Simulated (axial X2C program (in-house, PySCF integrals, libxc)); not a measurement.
Curves of ONdS from open-shell CI on f(δφ)2 f(π)0

Computed with an axial X2C code built on PySCF integrals: two-component X2C with atomic mean-field Coulomb and Gaunt terms, basis O dyall-v2z, Nd dyall-v2z, S dyall-v2z (cores contracted in-house). Orbitals come from Hartree–Fock averaged over the configuration Nd f(δφ)2 f(π)0; CI then distributes these electrons over the f(δφ), f(π) shells of Nd.

Scan along the O–Nd bond with NdS moving as one mass, its bond held at 2.150 Å; masses O 15.995 u, Nd 141.908 u, S 31.972 u. Energies in cm⁻¹ from the lowest point; levels are followed by energy order within each Ω. Lowest level at 1.744 Å: 100% f(δφ)2.

| R (Å) | (1)Ω=4 | (1)Ω=5 | (1)Ω=6 | (1)Ω=0 | (1)Ω=1 | (2)Ω=0 | (2)Ω=1 |
| --- | --- | --- | --- | --- | --- | --- | --- |
| 1.622 | 2939 | 5221 | 7396 | 7877 | 9086 | 14657 | 14526 |
| 1.683 | 663 | 2947 | 5134 | 5631 | 6908 | 12305 | 12348 |
| 1.744 | 0 | 2273 | 4470 | 4983 | 6344 | 11903 | 11934 |
| 1.814 | 738 | 2996 | 5199 | 5693 | 7061 | 12913 | 12548 |
| 1.884 | 2644 | 4911 | 7125 | 7570 | 8962 | 14426 | 14249 |
| 1.962 | 5798 | 8074 | 10302 | 10691 | 12122 | 17329 | 17297 |
| 2.058 | 10702 | 12989 | 15233 | 15542 | 17032 | 22050 | 22164 |

(1) Fit the curves (1)Ω=4, (1)Ω=5, (1)Ω=6, (1)Ω=0 near their minima.

The 7 lowest curves are shown; the next is (1)Ω=2, from 12529 cm⁻¹.

Dynamic correlation is missing, so gaps between terms are too wide and other configurations may lie lower; the lowest level listed is that of this model, not necessarily the ground state. At most 6 roots were kept for each Ω > 0 (twice that for Ω = 0) within 3.5 eV of the lowest, so higher up levels can be missing between those listed; levels with Ω > 0 are doubly degenerate and listed once, Ω = 0 levels singly. Some active spinors are only partly of the character that their shell is named for, so the shell names and counts are nominal. States that fill the shells left empty in the average are placed too high. The molecule was held linear; bending was not examined.

Results:

(1) From the open-shell CI curves, Te from the lowest:

```json
{"level": "(1)Ω=4", "Te (cm⁻¹)": "0", "Re (Å)": "1.744", "ωe (cm⁻¹)": "866.8"}
{"level": "(1)Ω=5", "Te (cm⁻¹)": "2271", "Re (Å)": "1.744", "ωe (cm⁻¹)": "867.5"}
{"level": "(1)Ω=6", "Te (cm⁻¹)": "4467", "Re (Å)": "1.744", "ωe (cm⁻¹)": "867.9"}
{"level": "(1)Ω=0", "Te (cm⁻¹)": "4981", "Re (Å)": "1.744", "ωe (cm⁻¹)": "854.3"}
```

Without dynamic correlation distances can be off by several hundredths of an Å (long for ionic bonds, short for multiple bonds) and the wavenumbers are rough.
